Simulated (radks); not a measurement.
Question: Radial electron density D(r) = 4 pi r^2 rho(r) of an atom or ion with 53 electrons. All-electron calculation, Dirac Kohn-Sham, HCTH/407, spin-unpolarised, spherical densities, finite nucleus; Fermi nuclear charge, rms radius of each element as measured or else 0.836 A^(1/3) + 0.57 fm. Program: a radial shooting solver on a logarithmic mesh with Libxc functionals.

r (bohr)  D(r) (e/bohr)
0.002821          12.41
0.003732          18.75
0.004938          27.43
0.006534          38.46
0.008645          51.02
0.01144           63.02
0.01514           71.20
0.02019           72.58
0.02671           67.77
0.03534           63.70
0.04676           69.47
0.06187           84.76
0.08186           93.32
0.1083            82.05
0.1445            67.76
0.1911            74.28
0.2529            77.41
0.3346            50.63
0.4428            27.76
0.5858            30.51
0.7751            27.90
1.034             14.03
1.368             7.154
1.81              5.254
2.395             2.703
3.169            0.6954
4.192           0.08454
5.547          0.003349

What is the nuclear charge?

Answer: Z = 55. The innermost maximum, from 1s, lies near gamma/Z bohr with gamma = sqrt(1 - (Z/c)^2) = 0.916, here 0.0167 bohr (found: 0.0183), and its height grows with Z. The density is that of the caesium ion Cs2+ in [Kr] 4d10 5s1 5p6; the configuration itself is not fixed sharply by these data, and Z only to a few units. D(r) has 4 maxima, at r = 0.0183, 0.0806, 0.230, 0.650 bohr, and minima at 0.0356, 0.152, 0.476 bohr, inside which lie 2.02, 11.21, 28.97 electrons.
